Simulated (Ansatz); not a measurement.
Species: C₃H₁₀GeN, net charge 0, doublet state. It need not be the lowest isomer of its formula. 
Geometry from a B3LYP-D3(BJ)/def2-TZVP (Ansatz, an electronic-structure program) optimisation:
```
N
C 1 1.4513
H 2 1.0891 1 110.59
H 2 1.0960 3 108.01 1 -120.18
H 2 1.0986 3 108.46 4 -116.14
C 1 1.4547 2 112.06 3 179.51
H 6 1.0980 1 107.32 2 54.93
H 6 1.1012 7 105.78 1 117.51
C 6 1.5186 7 109.15 8 117.71
H 9 1.0904 6 111.18 7 64.11
H 9 1.0909 10 108.39 6 120.51
H 9 1.0914 10 108.17 11 116.48
Ge 1 1.8691 2 118.03 3 26.03
H 13 1.5583 1 106.08 2 -153.52
H 13 1.5601 14 107.80 10 -125.72
```
Charge 0, spin multiplicity 2.

Property: atomisation energy (electronic, to ground-state atoms), in kcal/mol. Correlated levels leave the core frozen unless marked. UHF or UKS for open shells. No spin-orbit coupling. The frozen core is the preceding noble-gas configuration, with the filled d and f shells of earlier blocks. Non-relativistic. The coupled-cluster limit lacks core correlation, which all-electron functionals hold. CBS marks a two-point X^-3 extrapolation of the correlation energy; Hartree-Fock from the larger set.

| level | program | atomisation energy (kcal/mol) |
|---|---|---|
| BLYP/def2-TZVPD | Ansatz | 1245.5 |
| revPBE-D3(BJ)/def2-TZVPD | Ansatz + dftd3 | 1254.3 |

Question: What does CCSD(T)/CBS(cc-pVTZ,cc-pVQZ) (Ansatz) give?

Answer: 1259.5 kcal/mol
